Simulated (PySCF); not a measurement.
PySCF input for Zn(SeH)2 (H₂Se₂Zn), SMILES [SeH][Zn][SeH], B3LYP-D3(BJ)/def2-SVP. Geometry optimised at B3LYP-D3(BJ)/def2-SVP. The values are those of a single conformer.

```python
import numpy as np
from pyscf import gto, scf, dft, df
from pyscf.hessian import thermo

mol = gto.M(
    atom='''
    Zn   -0.00000000    0.00000000    0.01325345
    Se   -2.30711480    0.03024214    0.02420449
    H    -2.33949632   -1.01400061   -1.02175431
    Se    2.30711480   -0.03024213    0.02420449
    H     2.33949632    1.01400050   -1.02175442
    ''',
    basis='def2-SVP',
    charge=0,
    spin=0,
    max_memory=1600,
    verbose=3,
)
mf = dft.RKS(mol, xc='b3lyp').density_fit(auxbasis='def2-universal-jkfit')
mf.disp = 'd3bj'
mf.grids.level = 3
mf.conv_tol = 1e-11
mf.max_cycle = 100
mf.kernel()

# [left out here: the lines that compute and print the analytic Hessian (its translational invariance restored by hand, since the grid's response is missing), thermochemistry and intensities]
```

Output:

```
converged SCF energy = -6583.06152628504

WARN: DFTD3 does not support analytical Hessian, using finite difference


WARN: Mole.unit (angstrom) is changed to Bohr

Mode                                 0                   1                   2
Irrep
Freq [cm^-1]                       70.3944             70.4459            124.2884
Reduced mass [au]                  31.4502             30.8170              1.0195
Force const [Dyne/A]                0.0918              0.0901              0.0093
Char temp [K]                     101.2819            101.3560            178.8233
Normal mode                   x     y     z       x     y     z       x     y     z
       0  Zn                 0.00  0.00  0.10   -0.00 -0.10  0.00    0.00  0.00 -0.00
       1  Se                -0.00 -0.00 -0.04    0.00  0.04 -0.00    0.00  0.01 -0.01
       2   H                 0.09 -0.01 -0.03   -0.08  0.04  0.00   -0.01 -0.50  0.50
       3  Se                 0.00 -0.00 -0.04    0.00  0.04 -0.00   -0.00 -0.01 -0.01
       4   H                -0.08  0.01 -0.03   -0.09  0.04 -0.01    0.01  0.50  0.50
Mode                                 3                   4                   5
Irrep
Freq [cm^-1]                      190.7478            355.0043            569.0738
Reduced mass [au]                  42.5384             54.0263              1.0379
Force const [Dyne/A]                0.9119              4.0116              0.1980
Char temp [K]                     274.4436            510.7721            818.7704
Normal mode                   x     y     z       x     y     z       x     y     z
       0  Zn                 0.00 -0.00  0.00   -0.10  0.00  0.00   -0.00  0.00  0.01
       1  Se                 0.08 -0.00 -0.00    0.04 -0.00  0.00    0.01 -0.00 -0.01
       2   H                 0.07 -0.00  0.00    0.04 -0.00 -0.00   -0.70  0.02  0.01
       3  Se                -0.08  0.00 -0.00    0.04 -0.00 -0.00   -0.01  0.00 -0.01
       4   H                -0.07  0.00  0.00    0.04 -0.00  0.00    0.68 -0.02  0.01
Mode                                 6                   7                   8
Irrep
Freq [cm^-1]                      569.4481           2394.3501           2394.4116
Reduced mass [au]                   1.0399              1.0205              1.0205
Force const [Dyne/A]                0.1987              3.4468              3.4470
Char temp [K]                     819.3090           3444.9367           3445.0252
Normal mode                   x     y     z       x     y     z       x     y     z
       0  Zn                 0.00 -0.01  0.00   -0.00 -0.00  0.00    0.00  0.00  0.00
       1  Se                -0.01  0.01  0.00   -0.00 -0.01 -0.01    0.00  0.01  0.01
       2   H                 0.68 -0.02 -0.01    0.03  0.49  0.49   -0.03 -0.50 -0.50
       3  Se                -0.01  0.01 -0.00   -0.00 -0.01  0.01   -0.00 -0.01  0.01
       4   H                 0.70 -0.02  0.01    0.03  0.50 -0.50    0.03  0.49 -0.49
temperature 298.1500 [K]
pressure 101325.00 [Pa]
Rotational constants [GHz] 116.19246 0.59182 0.59181
Symmetry number 2
Zero-point energy (ZPE) 0.01535 [Eh]   40303.173 [J/mol]
                           tot       elec      trans        rot        vib
Entropy [J/mol/K]       346.959      0.000    176.312    104.992     65.655
Cv [J/mol/K]             72.989      0.000     12.472     12.472     48.046
Cp [J/mol/K]             81.304      0.000     20.786     12.472     48.046
Internal energy [J/mol]                      3718.434   3718.434  49654.074
Internal energy [Eh]   -6583.03978  -6583.06153
Enthalpy [J/mol]                             6197.391   3718.434  49654.074
Enthalpy [Eh]          -6583.03884
Gibbs free energy [J/mol]                  -46370.172 -27584.869  30078.969
Gibbs free energy [Eh] -6583.07824
static polarisability / bohr^3: [[109.084   2.388   0.   ]
 [  2.386  46.946  -0.   ]
 [ -0.      0.     46.903]]
largest difference of analytic and finite-field dipole derivatives / e: 0.0017035288043723007
mode   freq/cm-1   IR/(km/mol)   Raman/(A^4/amu)   depolarisation
   1       70.39         4.853             0.305            0.662
   2       70.45         4.923             0.230            0.750
   3      124.29         4.858            13.552            0.750
   4      190.75         0.005            18.006            0.274
   5      355.00        37.633             0.046            0.750
   6      569.07         1.331             4.479            0.648
   7      569.45         1.207             2.664            0.750
   8     2394.35        15.486           134.529            0.750
   9     2394.41        15.483           173.295            0.097
max |gradient| / (hartree/bohr): 3.8027298008934634e-05
APT charges: [ 0.7382 -0.3474 -0.0217 -0.3474 -0.0217]
```

The run converged.

Cost: about 5 core-minutes (a rough figure).
